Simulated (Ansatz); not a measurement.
A run on C3H8Mg (`C[CH](C)[MgH]`) with other settings.

```yaml
crystal:
  periodic: [false, false, false]
  atoms:
    - {symbol: C, position_ang: [-0.313211, 1.226190, -0.773534]}
    - {symbol: C, position_ang: [0.144852, -0.084975, -0.333793]}
    - {symbol: C, position_ang: [1.226358, 0.296213, 0.970905]}
    - {symbol: Mg, position_ang: [-0.776468, -2.037143, -0.172259]}
    - {symbol: H, position_ang: [-1.325722, 0.800362, -1.556641]}
    - {symbol: H, position_ang: [-1.385155, 1.196922, -0.089927]}
    - {symbol: H, position_ang: [-0.208478, 1.715404, -1.045078]}
    - {symbol: H, position_ang: [0.994286, -0.608347, -1.104547]}
    - {symbol: H, position_ang: [1.359574, 1.454311, 0.519571]}
    - {symbol: H, position_ang: [0.506219, 0.185859, 1.900317]}
    - {symbol: H, position_ang: [1.785832, -0.393039, 1.166116]}
    - {symbol: H, position_ang: [-1.631012, -3.557896, 0.027456]}
basis:
  gaussian: {orbitals: def2-TZVPPP}
hamiltonian: {xc: {name: r2SCANh}, dispersion: d3bj}
scf: {lower_state_search: off}
```

```sh
$ ansatz run in.yaml --threads 4 --pin off --events-out ev --progress --plain --max-ram 10444MiB
```

It prints (some lines left out):

```
Error: <dir> can't be read: No such file or directory (os error 2)
```
